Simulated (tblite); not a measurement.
Compound: C4H10P2S.
SMILES with atom numbers: `[CH2:1]=[CH:2][P@H:3](=[S:4])[CH2:5][CH2:6][PH2:7]` (hydrogens: H8, H9 on C1; H10 on C2; H11 on P3; H12, H13 on C5; H14, H15 on C6; H16, H17 on P7)

Computed with GFN2-xTB (tblite), gas phase: L-BFGS steps from a force-field or distance-geometry start until the largest atomic force falls under 0.01 eV/Å.

The end geometry, which sets the zero of energy:
```
atom  x, y, z in Å
C1     -2.9833   -0.1319   -0.9858
C2     -2.2113   -0.5393    0.0094
P3     -0.4223   -0.7461   -0.1541
S4      0.1508   -2.5788    0.0387
C5      0.2835    0.4308    1.0785
C6      1.7900    0.2281    1.1356
P7      2.4735    0.3535   -0.5889
H8     -4.0573   -0.0952   -0.9009
H9     -2.5635    0.1969   -1.9240
H10    -2.6212   -0.9026    0.9453
H11    -0.1965   -0.1194   -1.3819
H12    -0.1870    0.2133    2.0451
H13     0.0236    1.4519    0.7830
H14     2.0014   -0.7880    1.4870
H15     2.2676    0.9412    1.8119
H16     2.4330    1.7487   -0.6547
H17     3.8119    0.3488   -0.2080
```

Problem. These geometries come from the run, each turned onto the end geometry. Order them by energy, lowest first.
A.
```
atom  x, y, z in Å
C1     -2.7689    0.0605   -1.0430
C2     -2.2504   -0.5672    0.0012
P3     -0.4908   -1.0036    0.0699
S4     -0.0936   -2.8030    0.6449
C5      0.2935    0.2988    1.1106
C6      1.8064    0.1795    1.0009
P7      2.3479    0.6184   -0.7253
H8     -3.8237    0.2713   -1.1204
H9     -2.1472    0.3958   -1.8606
H10    -2.8591   -0.9239    0.8250
H11    -0.0982   -0.6474   -1.2217
H12    -0.0407    0.1173    2.1390
H13    -0.0619    1.2834    0.7939
H14     2.1048   -0.8586    1.1864
H15     2.3023    0.8168    1.7356
H16     2.0822    1.9816   -0.5913
H17     3.6904    0.7921   -0.4090
```
B.
```
atom  x, y, z in Å
C1     -2.9512   -0.0764   -1.0095
C2     -2.2248   -0.5313    0.0015
P3     -0.4368   -0.7902   -0.1005
S4      0.0736   -2.6358    0.1302
C5      0.2929    0.3866    1.1077
C6      1.8055    0.2314    1.1187
P7      2.4764    0.3459   -0.6189
H8     -4.0294   -0.0554   -0.9653
H9     -2.4949    0.3011   -1.9138
H10    -2.6860   -0.9375    0.8966
H11    -0.1473   -0.1862   -1.3263
H12    -0.1278    0.1568    2.0932
H13    -0.0005    1.4008    0.8259
H14     2.0598   -0.7703    1.4855
H15     2.2664    0.9777    1.7737
H16     2.3115    1.7300   -0.7400
H17     3.8055    0.4646   -0.2223
```
C.
```
atom  x, y, z in Å
C1     -2.7209    0.1386   -1.0150
C2     -2.2153   -0.5663   -0.0158
P3     -0.4996   -1.1496    0.0504
S4     -0.2107   -2.9299    0.7338
C5      0.2692    0.1968    1.0451
C6      1.7852    0.2107    0.9692
P7      2.3444    0.7447   -0.7232
H8     -3.7398    0.4922   -1.0083
H9     -2.1369    0.4041   -1.8824
H10    -2.8038   -0.8336    0.8542
H11    -0.0603   -0.9151   -1.2488
H12    -0.0522   -0.0098    2.0713
H13    -0.1468    1.1570    0.7322
H14     2.1756   -0.7951    1.1450
H15     2.2080    0.8776    1.7246
H16     2.1096    2.1055   -0.5166
H17     3.6870    0.8839   -0.3795
```
D.
```
atom  x, y, z in Å
C1     -2.9554   -0.0957   -0.9911
C2     -2.2117   -0.5434    0.0084
P3     -0.4224   -0.7706   -0.1395
S4      0.1369   -2.6070    0.0552
C5      0.2854    0.4044    1.0942
C6      1.7969    0.2357    1.1388
P7      2.4664    0.3193   -0.5933
H8     -4.0296   -0.0404   -0.9287
H9     -2.5104    0.2472   -1.9124
H10    -2.6460   -0.9242    0.9261
H11    -0.1892   -0.1440   -1.3667
H12    -0.1714    0.1688    2.0629
H13     0.0000    1.4224    0.8142
H14     2.0344   -0.7618    1.5235
H15     2.2664    0.9819    1.7849
H16     2.3386    1.7044   -0.7214
H17     3.8041    0.4150   -0.2190
```
E.
```
atom  x, y, z in Å
C1     -2.9373   -0.0560   -1.0358
C2     -2.2388   -0.5405   -0.0202
P3     -0.4494   -0.8235   -0.0614
S4      0.0137   -2.6684    0.2657
C5      0.3033    0.3778    1.1253
C6      1.8187    0.2255    1.0998
P7      2.4608    0.3925   -0.6363
H8     -4.0136   -0.0015   -1.0012
H9     -2.4671    0.3372   -1.9241
H10    -2.7284   -0.9632    0.8504
H11    -0.1209   -0.2795   -1.3036
H12    -0.0934    0.1434    2.1215
H13    -0.0126    1.3898    0.8557
H14     2.0836   -0.7833    1.4326
H15     2.3021    0.9454    1.7633
H16     2.2770    1.7739   -0.7228
H17     3.7950    0.5423   -0.2728
```

Solution. D (0.002 eV), B (0.010 eV), E (0.020 eV), A (0.053 eV), C (0.095 eV).

In the order of the answer:

```json
{"step": "76", "E above end (eV)": "0.002", "largest force (eV/Å)": "0.02", "rms force component (eV/Å)": "0.009", "rms distance from end (Å)": "0.054", "rms bond change (Å)": "0.001", "bond most changed (Å)": "C2–P3 +0.001"}
{"step": "62", "E above end (eV)": "0.010", "largest force (eV/Å)": "0.14", "rms force component (eV/Å)": "0.038", "rms distance from end (Å)": "0.087", "rms bond change (Å)": "0.003", "bond most changed (Å)": "P3–C5 -0.007"}
{"step": "56", "E above end (eV)": "0.020", "largest force (eV/Å)": "0.08", "rms force component (eV/Å)": "0.029", "rms distance from end (Å)": "0.142", "rms bond change (Å)": "0.002", "bond most changed (Å)": "P3–C5 +0.004"}
{"step": "36", "E above end (eV)": "0.053", "largest force (eV/Å)": "0.07", "rms force component (eV/Å)": "0.022", "rms distance from end (Å)": "0.368", "rms bond change (Å)": "0.002", "bond most changed (Å)": "C2–P3 +0.006"}
{"step": "9", "E above end (eV)": "0.095", "largest force (eV/Å)": "0.12", "rms force component (eV/Å)": "0.048", "rms distance from end (Å)": "0.466", "rms bond change (Å)": "0.002", "bond most changed (Å)": "P3–H11 -0.006"}
```

Run on an Arm Neoverse V1 with one thread (shared host).
